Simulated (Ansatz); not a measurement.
Ansatz (a quantum-chemistry and plane-wave program) input (RI-MP2/aug-cc-pV(T+d)Z):
A basis named .json is the Basis Set Exchange file of that set.

Ansatz 0.2 input:
```yaml
crystal:
  periodic: [false, false, false]
  atoms:
    - {symbol: F, position_ang: [1.30082532, 1.11685400, -0.11686793]}
    - {symbol: B, position_ang: [0.58694352, 0.00829135, 0.00160419]}
    - {symbol: F, position_ang: [1.27393040, -1.11698794, 0.13336441]}
    - {symbol: Si, position_ang: [-1.44757519, 0.00102486, -0.00951758]}
    - {symbol: H, position_ang: [-1.92465695, -0.89625716, -1.08850330]}
    - {symbol: H, position_ang: [-1.98316411, 1.36353681, -0.22453778]}
    - {symbol: H, position_ang: [-1.93364539, -0.52187899, 1.28979778]}
basis:
  gaussian:
    orbitals: aug-cc-pV_T+d_Z.json
    fitting: {mean_field: def2-universal-jkfit, correlation: aug-cc-pVTZ-RIFIT.json}
magnetization: {spin_polarized: false}
correlation: {method: mp2, electrons: outside_noble_gas}
```

End of the output:

```
integrals: 0.26 GiB planned
411 factors; integrals over basis functions are off by at most 1.1e0 eV
0.48 GiB of device memory are held for the factors and their scratch space
mean field: 0.68 GiB planned
mean field evaluation 1: about -13996.6457 eV, gradient 3.4e1 eV
mean field evaluation 2: about -13998.5313 eV, gradient 2.1e1 eV
mean field evaluation 4: about -13999.1535 eV, gradient 4.4e-1 eV
mean field -13999.15490028 eV, -514.4594536172 hartree, gradient 8.8e-7 eV, S^2 0.000000; 0 other end points of the search recorded, 0 dependent functions left out
8 core orbitals not correlated
603 factors; their error is unknown
reference -13999.15490028 eV, -514.4594536172 hartree; 12, 12 occupied and 242, 242 virtual orbitals, 603 factors
second order -20.03419577 eV of doubles, -0.00000000 eV of singles
Total energy: -14019.18909605 eV, -515.1956967323 hartree
```
